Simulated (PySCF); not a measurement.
Run record: geometry optimisation, Ta(NEt)(OH)3 (`CC[N]=[Ta]([OH])([OH])[OH]`).

Method: PBE0-D3(BJ)/def2-SVP geometry optimisation, gas phase, def2 core potentials past Kr (PySCF 2.14.0). Start geometry: GFN2-xTB. The input is one job of a driver script: a line of settings, then coordinates in Å.

Input:
```
{"job": {"xc": "PBE0", "basis": "def2-SVP", "d3": "d3bj", "grid": 1, "maxiter": 30, "shake": 0.03, "kind": "geom"}, "charge": 0, "multiplicity": 1}
Ta    -0.107410    -0.450980    -1.510270
N     -0.280790    -0.513430     0.257280
C     -0.214510    -0.354080     1.637720
C      0.606380     0.998820     2.010320
H     -1.160790    -0.414800     2.092610
H      0.437370    -1.152360     2.074020
H      0.657110     1.078960     3.097620
H      1.524250     1.061790     1.521410
H     -0.114250     1.825310     1.712020
O      1.616120     0.007880    -1.995720
H      1.911100     0.096460    -2.902950
O     -1.247990     1.036730    -2.116400
H     -1.950690     1.760730    -1.898850
O     -0.734720    -2.088570    -2.142230
H     -0.973940    -2.968570    -1.792600
```

Output:
```
step   0  E = -417.96026223  max force = 0.101203
step   1  E = -417.98775904  max force = 0.027304
step   2  E = -417.99116067  max force = 0.009695
step   3  E = -417.99175262  max force = 0.005503
step   4  E = -417.99201990  max force = 0.003487
step   5  E = -417.99225026  max force = 0.003537
step   6  E = -417.99233943  max force = 0.001573
step   7  E = -417.99238224  max force = 0.000819
step   8  E = -417.99240518  max force = 0.000436
step   9  E = -417.99242237  max force = 0.000395
step  10  E = -417.99243573  max force = 0.000308
optimisation converged
```

Energies in Eh; «max force» is the largest Cartesian gradient component in Eh/bohr.

Problem. Give the first gradient maximum in eV/Å.

Solution. With 1 Eh/bohr = 51.422 eV/Å, 5.204 eV/Å.

Summary of the converged run: final energy -417.99244 Eh after 10 steps; dipole 0.76 D.

Problem. Give the final coordinates.

Solution. 0.132 Å rms from the input after alignment:
```
atom  x, y, z in Å
Ta1   -0.1905   -0.3629   -1.5742
N2    -0.1896   -0.3695    0.1971
C3    -0.1096   -0.3258    1.6152
C4     0.5303    0.9580    2.1264
H5    -1.1203   -0.4324    2.0549
H6     0.4716   -1.1935    1.9814
H7     0.5844    0.9605    3.2264
H8     1.5493    1.0683    1.7260
H9    -0.0540    1.8358    1.8097
O10    1.6333   -0.0224   -2.1093
H11    1.9873    0.0443   -3.0008
O12   -1.3610    1.0119   -2.2155
H13   -1.8940    1.6905   -1.7955
O14   -0.8099   -2.0594   -2.2147
H15   -1.0601   -2.8796   -1.7833
```

On Arm Neoverse N1, one thread, on a shared host, this took 4.4 min of wall time and 0.62 GiB of memory at its peak.
Labels such as C1 count atoms from 1, the log's own numbers from 0.
